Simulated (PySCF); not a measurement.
Si(Cl)(F)2(SeH) (ClF₂HSeSi), SMILES [SeH][Si](F)(F)Cl.

Geometry: r2SCAN-D4/def2-SVP. The structure was generated by enumeration, and PubChem lists no compound with its InChIKey, so it may never have been made. The values are those of a single conformer.

Method: PBE/def2-TZVP in PySCF.

Gas-phase values at a fixed geometry.

Question: Estimate the frontier levels, gap, dipole moment and polarisability. (Estimate from the structure and the level; the computed values follow.)

Answer: 
- highest occupied level = -6.74 eV
- lowest empty level = -1.62 eV
- orbital gap = 5.12 eV
- dipole moment = 1.65 D
- quadrupole, principal values (traceless, Buckingham form, about the centre of nuclear charge) = -3.95, 1.00, 2.94 D·Å
- mean static polarisability = 60.3 bohr³ (8.94 Å³)
- polarisability, principal values = 49.6, 55.9, 75.5 bohr³
